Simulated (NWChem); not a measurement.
Molecule: C$_{4}$H$_{3}$NO; SMILES C#C/C=N/C=O

```xyz
9

C     -0.2913     3.0318    -0.0062
C     -0.0395     1.8473     0.0620
C      0.2914     0.4674     0.2050
N     -0.0205    -0.4080    -0.6695
C      0.2683    -1.7447    -0.3885
O      0.0319    -2.2942     0.6543
H     -0.5251     4.0789    -0.0822
H      0.8399     0.1911     1.1256
H      0.6980    -2.2755    -1.2687
```
Atoms are numbered in this order, from 1.

Program: NWChem. Pople sets run with spherical d functions. Geometry: optimised at PBE0/def2-SVP. Level: B3LYP/6-31G* with SMD (1 M gas to 1 M solution), gas-phase geometry.

Q: Predict the results for solvent ethylene glycol. Quantities: solvation free energy (kcal/mol); cavity-dispersion-structure term (kcal/mol); dipole in solution (D).

A: The solvation free energy (kcal/mol) is -1.4, the cavity-dispersion-structure term (kcal/mol) is 7.7 and the dipole in solution (D) is 3.87.
